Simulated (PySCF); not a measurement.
## Finite-field polarisability of Bi (bismuth, neutral)

[Xe] 4f14 5d10 6s2 6p3, high-spin 4S determinant. Calculation: PySCF 2.14, in aug-cc-pVTZ-PP with one added diffuse shell each of d, f type with ECP60MDF (6s5p5d3f, 67 functions); scalar relativity through the core potential. Frozen: 5s2 5p6 5d10. Energy changes in a uniform field (μhartree):

| axis | F (au) | HF | MP2 | CCSD | CCSD(T) |
| --- | --- | --- | --- | --- | --- |
| x | 0.002 | -100.321 | -101.018 | -101.361 | -101.580 |
| x | 0.004 | -401.714 | -404.506 | -405.881 | -406.760 |

Problem. Derive α along x at CCSD(T) from the two fields.

Solution. With ΔE = −αF²/2 − γF⁴/24, α = −(16 ΔE(F) − ΔE(2F))/(6F²) = 50.77 bohr³.

Problem. And the mean polarisability at each level?

Solution. HF 50.14, MP2 50.49, CCSD 50.66, CCSD(T) 50.77 bohr³. Reference: 48 ± 4 bohr³ (recommended; Schwerdtfeger and Nagle, table of static dipole polarizabilities (2023 update)).

Spin-orbit coupling is strong in this species (close to jj coupling), so the high-spin LS determinant is a model state, not a physical level.
